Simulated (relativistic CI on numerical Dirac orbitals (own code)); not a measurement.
## Line list: Forbidden lines, In40+

These numbers are calculated, not measured: Dirac-Coulomb-Breit CI, orbitals from a KLI potential per configuration, a model potential for QED, unscaled Slater integrals (own radial code, finite nucleus).

CI space (outside the closed core 1s2): 2s²2p⁵, 2s2p⁶, 2p⁶3s, 2p⁶3p, 2p⁶3d, 2s²2p⁴3s, 2s²2p⁴3p, 2s²2p⁴3d, 2s2p⁵3s, 2s2p⁵3p, 2s2p⁵3d, 2s²2p⁴4s, 2s²2p⁴4p, 2s²2p⁴4d, 2s²2p⁴4f, 2s2p⁵4s, 2s2p⁵4p, 2s2p⁵4d, 2s2p⁵4f, 2s²2p³3s², 2s²2p⁴5s, 2s²2p³3s3p, 2s²2p⁴5p, 2s²2p⁴5d, 2s²2p⁴5f, 2s²2p⁴5g, 2s²2p³3p², 2s²2p³3s3d, 2s²2p³3p3d, 2s2p⁴3s², 2s²2p³3d², 2s2p⁴3s3p, 2s2p⁴3p², 2s2p⁴3s3d, 2s2p⁵5s, 2s2p⁵5p. Levels of other configurations are missing.

```csv
λ vac (Å),Lower,Upper,Type,A (s⁻¹),log gf
2.9361,2s²2p⁵ ²P°3/2 [1],2s2p⁵3d ²D°5/2 [92],E2,3.83e+11,-2.53
2.9382,2s²2p⁵ ²P°3/2 [1],2s2p⁵3d ²F°7/2 [91],E2,4.66e+11,-2.32
2.9418,2s2p⁶ ²S1/2 [3],2p⁶3d ²D5/2 [113],E2,5.03e+11,-2.41
2.9422,2s²2p⁵ ²P°1/2 [2],2s2p⁵3d ²F°5/2 [108],E2,6.50e+11,-2.30
2.9423,2s²2p⁵ ²P°1/2 [2],2s2p⁵3d ²D°3/2 [107],E2,8.92e+11,-2.33
2.9449,2s²2p⁵ ²P°3/2 [1],2s2p⁵3d ²P°3/2 [90],E2,6.66e+11,-2.46
2.9476,2s²2p⁵ ²P°3/2 [1],2s2p⁵3d ²F°5/2 [89],E2,2.36e+11,-2.73
2.9515,2s2p⁶ ²S1/2 [3],2p⁶3d ²D3/2 [112],E2,5.01e+11,-2.58
2.9556,2s²2p⁵ ²P°1/2 [2],2s2p⁵3d ²F°5/2 [103],E2,2.62e+11,-2.69
2.9671,2s²2p⁵ ²P°3/2 [1],2s2p⁵3d ⁴D°7/2 [82],E2,3.46e+11,-2.44
2.9683,2s²2p⁵ ²P°3/2 [1],2s2p⁵3d ²D°5/2 [80],E2,3.24e+11,-2.59
2.9684,2s²2p⁵ ²P°1/2 [2],2s2p⁵3d ⁴D°5/2 [102],E2,9.44e+10,-3.13
2.9803,2s²2p⁵ ²P°3/2 [1],2s2p⁵3d ⁴D°5/2 [77],E2,5.19e+10,-3.38
2.9809,2s²2p⁵ ²P°3/2 [1],2s2p⁵3d ⁴F°7/2 [76],E2,1.95e+11,-2.68
3.2118,2s²2p⁵ ²P°1/2 [2],2s²2p⁴3p ²P°3/2 [69],E2,9.13e+10,-3.25
3.2153,2s²2p⁵ ²P°3/2 [1],2s²2p⁴3p ²D°5/2 [39],E2,5.00e+10,-3.33
3.2205,2s²2p⁵ ²P°3/2 [1],2s²2p⁴3p ²F°7/2 [37],E2,7.92e+10,-3.01
3.2299,2s²2p⁵ ²P°3/2 [1],2s²2p⁴3p ²D°3/2 [36],E2,6.41e+10,-3.40
3.2321,2s2p⁶ ²S1/2 [3],2s2p⁵3p ²D5/2 [99],E2,8.46e+10,-3.10
3.2350,2s²2p⁵ ²P°3/2 [1],2s²2p⁴3p ⁴D°5/2 [34],E2,2.20e+10,-3.68
3.4000,2s²2p⁵ ²P°3/2 [1],2s²2p⁴3p ²P°3/2 [13],E2,1.14e+11,-3.10
3.4077,2s²2p⁵ ²P°1/2 [2],2s²2p⁴3p ²D°5/2 [39],E2,6.23e+10,-3.19
3.4241,2s²2p⁵ ²P°1/2 [2],2s²2p⁴3p ²D°3/2 [36],E2,3.38e+10,-3.62
3.4252,2s²2p⁵ ²P°3/2 [1],2s²2p⁴3p ⁴D°7/2 [11],E2,2.82e+10,-3.40
3.4259,2s²2p⁵ ²P°3/2 [1],2s²2p⁴3p ²D°5/2 [10],E2,4.31e+10,-3.34
3.4509,2s²2p⁵ ²P°3/2 [1],2s²2p⁴3p ²P°1/2 [9],E2,1.04e+11,-3.43
3.4691,2s²2p⁵ ²P°1/2 [2],2s²2p⁴3p ²F°5/2 [32],E2,6.89e+10,-3.13
3.4800,2s²2p⁵ ²P°3/2 [1],2s²2p⁴3p ²D°5/2 [8],E2,1.08e+11,-2.93
3.4814,2s²2p⁵ ²P°1/2 [2],2s²2p⁴3p ⁴D°3/2 [31],E2,3.79e+10,-3.56
3.4825,2s²2p⁵ ²P°3/2 [1],2s²2p⁴3p ⁴P°3/2 [7],E2,3.37e+10,-3.61
```

Terms are leading LS components. Brackets give the number of a level in order of energy, since labels repeat. The list gives strong lines, with weight on those to low levels, among the lowest 400 of 1235 levels, so that lines to higher ones, which can be the strongest, are missing. Levels whose partners in the same complex of configurations lie outside the list can be far off, and so can their lines. Rates are taken at the computed energies, electric ones in the length gauge.

At this charge energies of transitions that change n are usually good to better than 1 %, and those within a shell (Δn = 0) to a few per cent.

LS names give the leading component of a level, which can be under half, so a name can repeat, a term be missing and a line seem to break the LS rules.
